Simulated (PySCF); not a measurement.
Basis-set dependence of GaCl at PBE0

PySCF, UKS reference; singlet, unpaired electrons none; De to Ga + Cl without counterpoise correction.

```csv
basis,relativity,functions,Re (Å),ωe (cm⁻¹),De (eV),μ (D)
cc-pVDZ-PP/cc-pV(D+d)Z,scalar-relativistic core potentials,46,2.246,356,4.73,-2.68
cc-pVTZ-PP/cc-pV(T+d)Z,scalar-relativistic core potentials,78,2.219,360,4.81,-2.52
def2-TZVPP,no relativity,90,2.216,367,4.84,-2.35
def2-TZVPPD,no relativity,105,2.218,363,4.85,-2.42
```

(1) How does each smaller set differ from the one with most functions, def2-TZVPPD?

A positive dipole means Ga(−)Cl(+). 

Results:

(1) cc-pVDZ-PP/cc-pV(D+d)Z: +2.8 pm, -1.9 % in ωe, -0.12 eV in De; cc-pVTZ-PP/cc-pV(T+d)Z: +0.1 pm, -0.8 % in ωe, -0.04 eV in De; def2-TZVPP: -0.2 pm, +1.1 % in ωe, -0.01 eV in De. All at PBE0; the set with most functions is neither the basis-set limit nor always the best. The rows treat relativity differently, so the differences are not basis effects alone.
